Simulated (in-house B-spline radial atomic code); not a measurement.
# Ionising neutral ruthenium with different functionals

Computed with an all-electron radial atomic-structure program (B-spline basis): scalar-relativistic (spin-free X2C) Hamiltonian, Fermi nucleus of rms radius 4.4809 fm, spin-polarised at highest spin, spherical fractional occupations for the functionals, and exact exchange of hybrids averaged over the configuration. The ionisation energy is the difference of two self-consistent energies, [Kr] 4d7 5s1 → [Kr] 4d7, without Breit or QED terms; ε is the level of the shell that loses the electron (its least bound occupied spin orbital). There is no spin-orbit coupling in this Hamiltonian.

```
   method                    rung  ΔSCF (eV)  -ε(5s) (eV)
     PBE0           global hybrid       7.48         5.32
    B3LYP           global hybrid       7.62         5.20
    TPSSh           global hybrid       7.49         4.93
BHandHLYP           global hybrid       7.15         5.71
  r2SCAN0           global hybrid       7.49         5.58
    B97-1           global hybrid          ?            ?
    HSE06  range-separated hybrid          ?            ?
    wB97X  range-separated hybrid       6.99         6.83
CAM-B3LYP  range-separated hybrid       7.43         6.28
  LC-wPBE  range-separated hybrid       7.12         7.18
```

Q: What does HSE06 give?

A: ΔSCF 7.53 eV, and -ε(5s) = 4.97 eV.

Q: What does B97-1 give?

A: ΔSCF 7.28 eV, and -ε(5s) = 4.99 eV.

Q: Among the functionals, which spreads more, the ΔSCF values or the orbital energies?

A: The orbital energies: ΔSCF values span about 0.63 eV and the orbital energies 2.24 eV.

Q: How do they compare with the NIST value?

A: NIST lists 7.361 eV (measured, ground level to ground level). Errors run from -0.37 to +0.26 eV; CAM-B3LYP is closest (+0.07 eV), but part of that can be cancellation, since the calculations leave out spin-orbit coupling, Breit-QED terms, multiplet and fine-structure energies.
